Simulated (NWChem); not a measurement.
System: BeH₂SO; SMILES [OH][Be][SH]

The following NWChem deck was run.

```
start job
memory heap 200 mb stack 900 mb global 1100 mb
geometry units angstroms noautosym
  Be     0.047472    -0.604029     0.010204
  O      0.036284    -2.000445    -0.027691
  H     -0.039005    -2.953779     0.300000
  S      0.106691     1.311203     0.001940
  H     -1.255684     1.392897    -0.013338
end
basis spherical
  * library def2-svp
end
dft
  xc xpbe96 cpbe96
  disp vdw 4
  grid fine
  iterations 150
end
driver
  maxiter 120
  tight
end
task dft optimize
task dft freq
```

Parts of the log:

```
             Northwest Computational Chemistry Package (NWChem) 7.3.0
             --------------------------------------------------------

                             Geometry "geometry" -> ""
                             -------------------------

 Output coordinates in angstroms (scale by  1.889725989 to convert to a.u.)

  No.       Tag          Charge          X              Y              Z
 ---- ---------------- ---------- -------------- -------------- --------------
    1 Be                   4.0000     0.01772110    -0.63731867     0.00563767
    2 O                    8.0000     0.00653310    -2.03373467    -0.03225733
    3 H                    1.0000    -0.06875590    -2.98706867     0.29543367
    4 S                   16.0000     0.07694010     1.27791333    -0.00262633
    5 H                    1.0000    -1.28543490     1.35960733    -0.01790433

 Effective nuclear repulsion energy (a.u.)      65.6784771228

                                Z-matrix (autoz)
                                --------

 Units are Angstrom for bonds and degrees for angles

      Type          Name      I     J     K     L     M      Value
      ----------- --------  ----- ----- ----- ----- ----- ----------
    1 Stretch                  1     2                       1.39697
    2 Stretch                  1     4                       1.91617
    3 Stretch                  2     3                       1.01089
    4 Stretch                  4     5                       1.36491
    5 Bend                     1     2     3               159.14611
    6 Bend                     1     4     5                91.66322
    7 Bend                     2     4     5                92.20768
    8 Bend                     4     2     3               160.30467
    9 Torsion                  3     2     4     5         -81.36983
   10 Torsion                  2     3     1     4        -171.93561
   11 Torsion                  2     1     5     4        -176.72173

  pbe96 is a nonlocal functional; adding pw91lda local functional.

                           NWChem Geometry Optimization
                           ----------------------------

 maximum gradient threshold         (gmax) =   0.000015
 rms gradient threshold             (grms) =   0.000010
 maximum cartesian step threshold   (xmax) =   0.000060
 rms cartesian step threshold       (xrms) =   0.000040
 fixed trust radius                (trust) =   0.300000
 source of zmatrix                         =   autoz

          -------------------
          Energy Minimization
          -------------------

 Using diagonal initial Hessian
 Scaling for Hessian diagonals: bonds = 1.00  angles = 0.25  torsions = 0.10

          --------
          Step   0

                                 NWChem DFT Module
                                 -----------------

 Summary of "ao basis" -> "ao basis" (spherical)
 ------------------------------------------------------------------------------
       Tag                 Description            Shells   Functions and Types
 ---------------- ------------------------------  ------  ---------------------
 Be                         def2-svp                 5        9   3s2p
 O                          def2-svp                 6       14   3s2p1d
 H                          def2-svp                 3        5   2s1p
 S                          def2-svp                 8       18   4s3p1d

            General Information
            -------------------
          SCF calculation type: DFT
          Wavefunction type:  closed shell.
          No. of atoms     :     5
          No. of electrons :    30
           Alpha electrons :    15
            Beta electrons :    15
          Charge           :     0
          Spin multiplicity:     1
          Use of symmetry is: off; symmetry adaption is: off
          Maximum number of iterations: 150
          AO basis - number of functions:    51
                     number of shells:    25
          Convergence on energy requested:  1.00D-06
          Convergence on density requested:  1.00D-05
          Convergence on gradient requested:  5.00D-04

              XC Information
              --------------
          PerdewBurkeErnzerhof Exchange Functional  1.000
            Perdew 1991 LDA Correlation Functional  1.000 local
           PerdewBurkeErnz. Correlation Functional  1.000 non-local

[...]

      ----------------------
      Optimization converged
      ----------------------

  Step       Energy      Delta E   Gmax     Grms     Xrms     Xmax
  ---- ---------------- -------- -------- -------- -------- --------
@   20    -488.98014196  9.6D-09  0.00001  0.00000  0.00003  0.00006
                                     ok       ok       ok       ok

                                Z-matrix (autoz)
                                --------

 Units are Angstrom for bonds and degrees for angles

      Type          Name      I     J     K     L     M      Value     Gradient
      ----------- --------  ----- ----- ----- ----- ----- ---------- ----------
    1 Stretch                  1     2                       1.42137   -0.00000
    2 Stretch                  1     4                       1.91230   -0.00000
    3 Stretch                  2     3                       0.96521   -0.00001
    4 Stretch                  4     5                       1.36482    0.00000
    5 Bend                     1     2     3               135.66048   -0.00000
    6 Bend                     1     4     5                91.67378    0.00000
    7 Bend                     2     4     5                92.11008    0.00000
    8 Bend                     4     2     3               136.01431   -0.00000
    9 Torsion                  3     2     4     5         -89.80628    0.00000
   10 Torsion                  2     3     1     4        -176.55175   -0.00000
   11 Torsion                  2     1     5     4        -178.91098    0.00000

                         Geometry "geometry" -> "geometry"
                         ---------------------------------

 Output coordinates in angstroms (scale by  1.889725989 to convert to a.u.)

  No.       Tag          Charge          X              Y              Z
 ---- ---------------- ---------- -------------- -------------- --------------
    1 Be                   4.0000     0.01861438    -0.66936990    -0.06178408
    2 O                    8.0000     0.00066596    -2.08558612    -0.18134443
    3 H                    1.0000    -0.07105754    -2.82912217     0.42991936
    4 S                   16.0000     0.07841063     1.23661639     0.08155226
    5 H                    1.0000    -1.27962994     1.32686046    -0.02005978

 Effective nuclear repulsion energy (a.u.)      65.7320073277

                Final and change from initial internal coordinates
                --------------------------------------------------

                                Z-matrix (autoz)
                                --------

 Units are Angstrom for bonds and degrees for angles

[...]

 Rotational Constants
 --------------------
 A=   7.553452 cm-1  ( 10.867490 K)
 B=   0.126486 cm-1  (  0.181981 K)
 C=   0.125171 cm-1  (  0.180089 K)

 Temperature                      =   298.15K
 frequency scaling parameter      =   1.0000

 Zero-Point correction to Energy  =   14.546 kcal/mol  (  0.023181 au)
 Thermal correction to Energy     =   17.665 kcal/mol  (  0.028150 au)
 Thermal correction to Enthalpy   =   18.257 kcal/mol  (  0.029094 au)

 Total Entropy                    =   67.436 cal/mol-K
   - Translational                =   38.128 cal/mol-K (mol. weight =  58.9948)
   - Rotational                   =   22.118 cal/mol-K (symmetry #  =        1)
   - Vibrational                  =    7.190 cal/mol-K

 Cv (constant volume heat capacity) =   15.042 cal/mol-K
   - Translational                  =    2.979 cal/mol-K
   - Rotational                     =    2.979 cal/mol-K
   - Vibrational                    =    9.083 cal/mol-K

[normal modes left out]

 ----------------------------------------------------------------------------
 Normal Eigenvalue ||           Projected Infra Red Intensities
  Mode   [cm**-1]  || [atomic units] [(debye/angs)**2] [(KM/mol)] [arbitrary]
 ------ ---------- || -------------- ----------------- ---------- -----------
    1       -0.000 ||    0.000000           0.000         0.000       0.000
    2       -0.000 ||    0.000695           0.016         0.677       0.113
    3       -0.000 ||    0.002274           0.052         2.217       0.370
    4        0.000 ||    0.019838           0.458        19.339       3.226
    5        0.000 ||    0.021224           0.490        20.690       3.451
    6        0.000 ||    0.000432           0.010         0.422       0.070
    7      238.813 ||    0.038809           0.895        37.833       6.311
    8      247.161 ||    0.017906           0.413        17.456       2.912
    9      277.858 ||    0.144525           3.334       140.890      23.502
   10      397.961 ||    0.222451           5.132       216.856      36.175
   11      479.134 ||    0.011060           0.255        10.782       1.799
   12      642.021 ||    0.005487           0.127         5.349       0.892
   13     1393.361 ||    0.255837           5.902       249.402      41.604
   14     2607.622 ||    0.000471           0.011         0.459       0.077
   15     3896.351 ||    0.181392           4.185       176.830      29.498
 ----------------------------------------------------------------------------
```

Level: PBE-D3(BJ)/def2-SVP.
